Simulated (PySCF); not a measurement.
SMILES CC(C)c1ccccc1C#N (C10H11N) at its GFN2-xTB optimised geometry (Å):

```
22

C     -1.2151    -2.2911    -1.2659
C     -1.4760    -1.4692    -0.0011
C     -1.2109    -2.2989     1.2577
C     -0.6624    -0.1997     0.0000
C     -1.3047     1.0315    -0.0006
C     -0.5986     2.2220    -0.0009
C      0.7868     2.2090    -0.0005
C      1.4541     1.0012     0.0000
C      0.7397    -0.1997     0.0000
C      1.5123    -1.3842    -0.0007
N      2.2056    -2.2988    -0.0022
H     -1.8772    -3.1536    -1.2901
H     -0.1887    -2.6472    -1.2927
H     -1.3981    -1.6899    -2.1547
H     -2.5340    -1.1811     0.0017
H     -1.3913    -1.7033     2.1509
H     -1.8729    -3.1614     1.2785
H     -0.1844    -2.6551     1.2794
H     -2.3853     1.0572    -0.0009
H     -1.1310     3.1614    -0.0018
H      1.3429     3.1341    -0.0007
H      2.5340     0.9684     0.0002
```

Computed with PySCF with PBE0/def2-SVP. Cells within 0.4 Å of a nucleus heavier than hydrogen are left out (blank, or x).

Map of the deformation density (molecule minus spherical neutral atoms) (e/bohr³) on the plane z = 1.2 Å:

```
|11111111111111111111111111111|
|11111111111111111111111111111|
|11111111111111111111111111111|
|11111111111111111111111111111|
|11111111111111111111111111111|
|11111111111111111111111111111|
|11111111111111111111111111111|
|11111111111111111111111111111|
|11111111111111111111111111111|
|11111111111111111111111111111|
|11111111111110001111111111111|
|11111111111110000111111111111|
|11111111111110000111111111111|
|11111111111110001111111111111|
|11111111111001111111111111111|
|11111111100000110001111111111|
|11111111100000000001111111111|
|11111111000000000001111111111|
|11111111001100000011111111111|
|11111110002x12101111111111111|
|1111111101xx88201111111111111|
|11111111169468201111111111111|
|11111111167212001111111111111|
|11111111001101111111111111111|
|11111111101111111111111111111|
|11111111111111111111111111111|
|11111111111111111111111111111|
|11111111111111111111111111111|
|11111111111111111111111111111|
```
Scale: ten equal steps from -0.015 (start of '0') to 0.086 (end of '9'), in the order '0123456789'; x runs from -5.50 to 5.50, y from -5.50 (bottom) to 5.50 (top).
